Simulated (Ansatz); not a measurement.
Species: CH₂O, charge 0, multiplicity 1. 
Geometry from a B3LYP-D3(BJ)/def2-TZVP (Ansatz, a first-principles code) optimisation:
```
O
H 1 0.9706
C 1 1.3085 2 109.01
H 3 1.1140 1 102.40 2 180.00
```
Charge 0, spin multiplicity 1.

Total electronic energies in hartree. Cores are frozen in the correlated levels unless marked. Spin-orbit coupling is left out. No relativistic terms. CBS(X,Y): correlation extrapolated as X^-3; Hartree-Fock from the larger set. [CCSD(T)-MP2]/basis is that difference in the basis named.

The Hartree-Fock reference is unstable (checked in the largest basis), which strains HF and MP2. 

| level | program | energy (Eh) |
|---|---|---|
| HF/aug-cc-pVTZ | Ansatz | -113.83785 |
| RI-HF/cc-pVQZ | Ansatz | -113.84425 |
| PBE/def2-TZVPD | Ansatz | -114.33411 |
| BLYP-D3(BJ)/def2-TZVPD | Ansatz + dftd3 | -114.44618 |
| PBE0/STO-3G | Ansatz | -112.74663 |
| PBE0/def2-SVP | Ansatz | -114.19678 |
| PBE0/def2-TZVPD | Ansatz | -114.33444 |
| RPA@PBE/cc-pVQZ | Ansatz | -114.49646 |
| MP2/6-31G | Ansatz | -113.92251 |
| MP2/aug-cc-pVTZ | Ansatz | -114.22801 |
| MP2/cc-pwCVTZ | Ansatz | -114.22602 |
| MP2/def2-QZVPPD | Ansatz | -114.25717 |
| RI-MP2/def2-TZVPPD | Ansatz | -114.22446 |
| RI-MP2/CBS(cc-pVTZ,cc-pVQZ) | Ansatz | -114.2763 |
| SCS-MP2/def2-SVP | Ansatz | -113.99937 |
| SCS-MP2/cc-pVTZ | Ansatz | -114.21698 |
| SCS-MP2/def2-TZVPPD | Ansatz | -114.22333 |
| SCS-MP2/def2-QZVPPD | Ansatz | -114.25819 |
| CCSD/cc-pwCVTZ | Ansatz | -114.24245 |
| CCSD/CBS(def2-TZVPPD,def2-QZVPPD) | Ansatz | -114.2875 |
| CCSD(T)/aug-cc-pVQZ | Ansatz | -114.29008 |
| RI-MP2/CBS(cc-pVTZ,cc-pVQZ)+[CCSD(T)-MP2]/cc-pVTZ | Ansatz | -114.3095 |
| CCSD(T)/CBS(aug-cc-pVTZ,aug-cc-pVQZ) | Ansatz | -114.3060 |

Totals of different functionals don't rank their quality; only differences between species are comparable.
